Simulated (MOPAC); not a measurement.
Input for MOPAC: PM6 on InSb, 2S+1 = 3, a spin state set in the input, which need not be the lowest, a point of a bond scan (R = 2.953 Å).

```
PM6 1SCF PRECISE CHARGE=0 UHF MS=1 THREADS=1
InSb

In     0.00000000 1     0.00000000 1     0.00000000 1
Sb     0.00000000 1     0.00000000 1     2.95326200 1
```

Program output:

```
*******************************************************************************
 **                                                                           **
 **                              MOPAC v23.2.5                                **
 **                                                                           **
 *******************************************************************************
 ** MOPAC's Digital Object Identifier: https://doi.org/10.5281/zenodo.6511958 **
 **                                                                           **
 ** Please cite the open-source release paper for use of this MOPAC version:  **
 ** J. E. Moussa and J. J. P. Stewart (2026)                                  **
 ** MOPAC: An open-source semiempirical molecular orbital program             **
 ** J. Open Source Softw., 11(119), 8025, https://doi.org/10.21105/joss.08025 **
 *******************************************************************************

                              PM6 CALCULATION RESULTS

 *******************************************************************************
 *  PM6        - The PM6 Hamiltonian to be used
 *  UHF        - UNRESTRICTED HARTREE-FOCK CALCULATION
 *
 *
 *
 *                 CHARGE ON SYSTEM = 0
 *
 *
 *
 *  MS=        - IN MECI, MAGNETIC COMPONENT OF SPIN =  1.0
 *  PRECISE    - TIGHTER CRITERIA TO BE USED
 *  1SCF       - DO 1 SCF AND THEN STOP
 *  THREADS=1  - MULTI-THREADING NOT USED
 *  T=         - A TIME OF 172800.0 SECONDS REQUESTED
 *  DUMP=N     - RESTART FILE WRITTEN EVERY 7200.0 SECONDS REQUESTED
 *******************************************************************************
PM6 1SCF PRECISE CHARGE=0 UHF MS=1 THREADS=1
 InSb

   ATOM   CHEMICAL          X               Y               Z
  NUMBER   SYMBOL      (ANGSTROMS)     (ANGSTROMS)     (ANGSTROMS)

     1      In          0.00000000  *   0.00000000  *   0.00000000  *
     2      Sb          0.00000000  *   0.00000000  *   2.95326200  *



          CARTESIAN COORDINATES

    NO.       ATOM           X           Y           Z

     1        In          0.0000      0.0000      0.0000
     2        Sb          0.0000      0.0000      2.9533

 General Reference for PM6:
 "Optimization of Parameters for Semiempirical Methods V: Modification of NDDO Approximations
 and Application to 70 Elements", J. J. P. Stewart, J. Mol. Mod., 13, 1173-1213 (2007)
 URL: https://link.springer.com/article/10.1007/s00894-007-0233-4

           Empirical Formula: In Sb  =     2 atoms



      MOLECULAR POINT GROUP   :   C*v


          UHF CALCULATION, NO. OF ALPHA ELECTRONS =    5
                           NO. OF BETA  ELECTRONS =    3

 -------------------------------------------------------------------------------
 PM6 1SCF PRECISE CHARGE=0 UHF MS=1 THREADS=1
 InSb



     1SCF WAS SPECIFIED, SO BFGS WAS NOT USED
     SCF FIELD WAS ACHIEVED


                              PM6 CALCULATION
                                                       MOPAC v23.2.5 Linux




          FINAL HEAT OF FORMATION =         67.12754 KCAL/MOL =     280.86161 KJ/MOL


          COSMO AREA              =        115.41 SQUARE ANGSTROMS
          COSMO VOLUME            =        106.61 CUBIC ANGSTROMS

          IONIZATION POTENTIAL    =          6.634809 EV
          ALPHA SOMO LUMO (EV)    =         -6.635  0.735
          BETA  SOMO LUMO (EV)    =         -7.023  0.580
          NO. OF ALPHA ELECTRONS  =          5
          NO. OF BETA  ELECTRONS  =          3
          MOLECULAR WEIGHT        =        236.5700         POINT GROUP:  C*v

          MOLECULAR DIMENSIONS (Angstroms)

            Atom       Atom       Distance
           Sb     2   In     1     2.95326
           Sb     2   In     1     0.00000
           In     1   Sb     2     0.00000


          SCF CALCULATIONS        =          1





   ATOM   CHEMICAL          X               Y               Z
  NUMBER   SYMBOL      (ANGSTROMS)     (ANGSTROMS)     (ANGSTROMS)

     1      In          0.00000000  *   0.00000000  *   0.00000000  *
     2      Sb          0.00000000  *   0.00000000  *   2.95326200  *

                             CARTESIAN COORDINATES

   1   In        0.000000000     0.000000000     0.000000000
   2   Sb        0.000000000     0.000000000     2.953262000


           Empirical Formula: In Sb  =     2 atoms



      MOLECULAR POINT GROUP   :   C*v


          ALPHA EIGENVALUES
 -13.16996 -10.37221  -9.14587  -9.14587  -6.63481   0.73468   3.21816   3.21816
 107.66560 107.66560 110.42589 110.42589 111.49128


           BETA EIGENVALUES
 -11.97157  -9.95253  -7.02260   0.57965   0.64796   0.64796   3.21869   3.21869
 114.62610 115.40773 115.40773 118.18727 118.18727


              NET ATOMIC CHARGES AND DIPOLE CONTRIBUTIONS

  ATOM NO.   TYPE          CHARGE      No. of ELECS.   s-Pop       p-Pop       d-Pop
    1         In          -0.176926        3.1769     1.92787     1.24905
    2         Sb           0.176926        4.8231     1.90008     2.91883     0.00417
 DIPOLE           X         Y         Z       TOTAL
 POINT-CHG.     0.000     0.000     2.510     2.510
 HYBRID         0.000     0.000     0.118     0.118
 SUM            0.000     0.000     2.628     2.628


          ATOMIC ORBITAL ELECTRON POPULATIONS

     Atom    s        px        py        pz      x^2-y^2     xz        z^2       yz        xy
    1 In   1.92787   0.00465   0.00465   1.23976
    2 Sb   1.90008   0.99497   0.99497   0.92888   0.00000   0.00038   0.00341   0.00038   0.00000


                    (SZ)    =    1.000000
                    (S**2)  =    2.046520


          ATOMIC ORBITAL SPIN POPULATIONS

    Atom   Total    s     px     py     pz   x^2-y^2  xz     z^2    yz     xy
         Atomic
    1 In  0.1263  0.018  0.005  0.005  0.099
    2 Sb  1.8737  0.057  0.995  0.995 -0.175  0.000  0.000  0.001  0.000  0.000

 **********************
 *                    *
 * JOB ENDED NORMALLY *
 *                    *
 **********************




 == MOPAC DONE ==
```

The run finished.

Cost: very roughly 0.020 core-seconds.
